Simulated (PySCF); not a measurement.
# Reading the logs of faulty runs: BCH6Si cation

Calculated results; nothing here was measured. The program is PySCF 2.14.0, an open-source quantum chemistry code, run on an isolated molecule that a program drew, which may never have been made. The molecule is BCH6Si cation (charge +1, singlet), drawn as the SMILES string `C[B+][SiH3]`.

Each row is a Hartree-Fock (HF) and frozen-core CCSD(T) single point in the cc-pV(D+d)Z basis, meant for a local HF minimum. Run 1 is clean. Each other run has one planted mistake out of seven kinds, and not every kind appears here: one electron removed, one electron added, multiplicity raised by two, geometry at a saddle point, minimal basis STO-3G, one bond length entered in bohr, all coordinates scaled. The reference is restricted for singlets and unrestricted otherwise, and also for a bond in bohr. Adding or removing an electron swaps singlet and doublet. Electrons count all cores. HOMO and LUMO are orbital energies over both spins, the gradient is its largest component, and the lowest frequency (negative if imaginary) is given only where the gradient is small. Bond lengths are over the 8 bonds as drawn. T1 is the CCSD diagnostic: over 0.02 (restricted) or 0.045 (unrestricted) a single reference is doubtful.

Geometry of the clean run:
```xyz
9
BCH6Si cation, angstrom
C     0.0087    0.7467    1.6239
B    -0.4822    0.1369    0.3522
Si   -1.1641   -0.7094   -1.4141
H     1.0310    1.1232    1.4885
H     0.0074   -0.0046    2.4244
H    -0.6437    1.5803    1.9152
H    -2.5044   -1.2021   -1.0661
H    -0.1781   -1.7624   -1.6956
H    -1.1507    0.4130   -2.3628
```

```
run  electrons  basis functions  <S^2>  HOMO (eV)  LUMO (eV)  gradient (hartree/bohr)  lowest frequency (cm^-1)  mean bond (Å)  longest bond (Å)      T1  HF (hartree)  CCSD(T) (hartree)                     mistake
  1         30               81  0.000     -18.56      -4.44                  3.3e-05                        28         1.4088             2.074  0.0144    -354.68804         -355.04863                    no fault
  2         30               81  2.010     -14.31      -8.34                  4.5e-02                         -         1.4088             2.074  0.0256    -354.53322         -354.87983  multiplicity raised by two
  3         29               81  0.766     -24.61     -15.99                  9.0e-02                         -         1.4088             2.074  0.0234    -354.05320         -354.39916        one electron removed
  4         31               81  0.765      -6.68       2.15                  5.4e-02                         -         1.4088             2.074  0.0126    -354.89093         -355.26475                           ?
```

**Which mistake was planted in run 4, and what did it cost?**

It counts 31 electrons, one more than the clean run, at the same geometry and basis. So the mistake is: one electron added. Subtracting run 1 and multiplying by 627.51 kcal/mol a hartree, the energy moved by -127.3 kcal/mol in HF and -135.6 kcal/mol in CCSD(T).

